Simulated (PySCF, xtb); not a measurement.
CH4N2O2Si, SMILES N#CO[Si@@H](N)O.

GFN2-xTB run with xtb at its own geometry gives an orbital gap of 6.12 eV and a dipole moment of 4.67 D.

Geometry optimised at TPSSh-D3(BJ)/def2-SVP. The structure was generated by enumeration; whether it is a known compound was not checked. The values are those of a single conformer.

Problem. What does PBE0/def2-TZVP (PySCF) give? (An estimate is asked for; the answer gives what the named calculation found.)

Solution. gap 8.76 eV (levels -8.47 and 0.29 eV), dipole 4.88 D.
